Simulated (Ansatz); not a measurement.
AuCl, closed-shell singlet (the spin of the measured ground state), most abundant isotopes (196.9666 and 34.9689 u). Constants from fifth-degree fits in 1/R to seven points on the lowest solution found; no spin–orbit coupling, no relativity up to Kr; ω_e x_e and α_e move by some per cent with the fit.

Correlated levels freeze the inner cores; with def2 sets outer-core shells near the valence are correlated too. CBS: X⁻³ extrapolation of the correlation energy, Hartree–Fock from the larger set.

Programs: Ansatz (an electronic-structure program). Each number belongs to the level named beside it. In def2 rows elements past Kr take small-core potentials, without spin–orbit coupling.

At CCSD(T)/CBS(def2-TZVPP, def2-QZVPP): B₀ = 0.11688 cm⁻¹, fundamental 384 cm⁻¹.

Task: Taking the state as ¹Σ, work out the ideal-gas entropy and heat capacity at 298.15 K and 1 bar (rigid rotor, harmonic oscillator at the fundamental, no nuclear spin).

Result: 
Translation: S = R(1.5 ln M + 2.5 ln T − 1.1517) with M = 231.935 u gives 176.78 J/(mol K). Rotation: q = kT/(σhcB₀) = 1773.0 with σ = 1 and hc/k = 1.43878 cm K, S = R(ln q + 1) = 70.51. Vibration: u = hcν/kT = 1.855, S = R(u/(eᵘ − 1) − ln(1 − e⁻ᵘ)) = 4.27. Sum S° = 251.6 J/(mol K). C_p = 7R/2 + R u² eᵘ/(eᵘ − 1)² = 35.39 J/(mol K).
